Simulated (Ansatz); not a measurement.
C₄H₇ (SMILES C=C([CH2-])C), charge -1, singlet, geometry from GFN2-xTB (a gas-phase anion, which may not be bound at this level), with bond 6-5 at 2.2 times its length; PBE0/def2-SV(P) (Ansatz, a program for electronic structure).

Input for Ansatz:
Ansatz 0.2 input:
```yaml
crystal:
  periodic: [false, false, false]
  atoms:
    - {symbol: C, position_ang: [-0.19024082, 0.13060277, 1.42330928]}
    - {symbol: C, position_ang: [-0.00498966, 0.11664803, 0.05908609]}
    - {symbol: H, position_ang: [-0.28744948, 1.05632604, 1.97577308]}
    - {symbol: H, position_ang: [-0.20755370, -0.77968074, 2.01169741]}
    - {symbol: C, position_ang: [0.08676696, 1.20492954, -0.78061181]}
    - {symbol: H, position_ang: [0.28598906, 0.95467943, -3.14429493]}
    - {symbol: H, position_ang: [-0.03223483, 2.21755638, -0.41733078]}
    - {symbol: C, position_ang: [0.10356375, -1.24871026, -0.60034753]}
    - {symbol: H, position_ang: [0.36600386, -2.02101005, 0.12619141]}
    - {symbol: H, position_ang: [-0.84814294, -1.53662037, -1.06173446]}
    - {symbol: H, position_ang: [0.86145311, -1.24857125, -1.38819972]}
basis:
  gaussian:
    orbitals: def2-SV_P_.json
hamiltonian:
  xc: pbe0
total_charge: -1
scf: {lower_state_search: off}
magnetization: {spin_polarized: true}
```
The basis file holds def2-SV(P) in the JSON format of the Basis Set Exchange.

What the program printed (banner, timings and long lists left out):

```
Functional definition: PBE0
these checks for a lower state are left out or cut short: stability, starts, cluster_reference, orbital_swaps, neighbouring_geometries, increment
807 factors; integrals over basis functions are off by at most 1.5e-3 eV
mean field evaluation 1: about -4243.8332 eV, gradient 2.4e1 eV
mean field evaluation 2: about -4237.7869 eV, gradient 3.5e1 eV
mean field evaluation 4: about -4246.6385 eV, gradient 3.3e0 eV
mean field evaluation 8: about -4247.0177 eV, gradient 6.7e-1 eV
mean field evaluation 16: about -4247.0248 eV, gradient 2.4e-3 eV
mean field -4247.02476255 eV, -156.0752812870 hartree, gradient 4.0e-6 eV, S^2 0.000000; 0 other end points of the search recorded, 0 dependent functions left out
reference -4247.02478712 eV, -156.0752821898 hartree; 16, 16 occupied and 54, 54 virtual orbitals, 807 factors
Total energy: -4247.02478712 eV, -156.0752821898 hartree
Checks for a lower state left out: stability, starts, cluster_reference, orbital_swaps, neighbouring_geometries, increment
```
